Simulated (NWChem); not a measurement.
# BICl2; SMILES IB(Cl)Cl

```xyz
4

B      0.0000     0.0000    -0.9024
Cl     0.0000     1.5054    -1.7754
Cl     0.0000    -1.5054    -1.7754
I      0.0000     0.0000     1.2241
```
Atoms are numbered in this order, from 1.

Geometry: optimised at PBE0/def2-SVP. def2 effective core potentials on I; no spin-orbit coupling.

Symmetry labels are those of C2v in the frame above (b1 and b2, or b-type labels, depend on it).

Problem. List the 6 lowest vertical singlet excitations and the 6 lowest triplet ones from PBE/def2-SVP with def2 effective core potentials on I, full TDDFT (NWChem).

Solution. 
| state | energy (eV) | oscillator strength | symmetry | leading excitation (squared amplitude) |
|---|---|---|---|---|
| S1 | 4.03 | 0.000 | a2 | HOMO → LUMO (1.00) |
| S2 | 5.01 | 0.109 | a1 | HOMO−1 → LUMO (0.96) |
| S3 | 5.48 | 0.002 | b1 | HOMO−2 → LUMO (1.00) |
| S4 | 5.49 | 0.000 | a2 | HOMO−3 → LUMO (1.00) |
| S5 | 6.17 | 0.000 | b2 | HOMO → LUMO+1 (0.93) |
| S6 | 6.58 | 0.002 | b1 | HOMO−1 → LUMO+1 (1.00) |
| T1 | 3.89 | spin-forbidden | a2 | HOMO → LUMO (1.00) |
| T2 | 4.12 | spin-forbidden | a1 | HOMO−1 → LUMO (1.00) |
| T3 | 5.15 | spin-forbidden | b1 | HOMO−2 → LUMO (0.97) |
| T4 | 5.29 | spin-forbidden | a2 | HOMO−3 → LUMO (1.00) |
| T5 | 5.43 | spin-forbidden | b2 | HOMO−4 → LUMO (1.00) |
| T6 | 5.60 | spin-forbidden | b2 | HOMO → LUMO+1 (1.00) |
